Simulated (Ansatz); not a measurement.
Input file for Ansatz (a program for electronic structure): U-CCSD(T)/cc-pVDZ on CH3N (SMILES C=N), a point of a bond scan (R = 1.137 Å).

Ansatz 0.2 input:
```yaml
crystal:
  periodic: [false, false, false]
  atoms:
    - {symbol: C, position_ang: [-0.55740008, 0.17855308, 0.01045098]}
    - {symbol: N, position_ang: [0.48698540, -0.27007271, -0.00976405]}
    - {symbol: H, position_ang: [-1.41804796, -0.49076045, 0.02134142]}
    - {symbol: H, position_ang: [-0.77858901, 1.25082695, 0.02015765]}
    - {symbol: H, position_ang: [1.20379696, 0.45790244, -0.01788775]}
basis:
  gaussian:
    orbitals: cc-pVDZ
correlation: {method: ccsd_t, electrons: outside_noble_gas}
scf: {omitted_lower_state_checks: [cluster_reference]}
magnetization: {spin_polarized: true, initial_magnetization: 0}
```

Question: Predict the final total energy.

Answer: -94.3357 hartree (reference determinant -94.0129, T1 diagnostic 0.009).
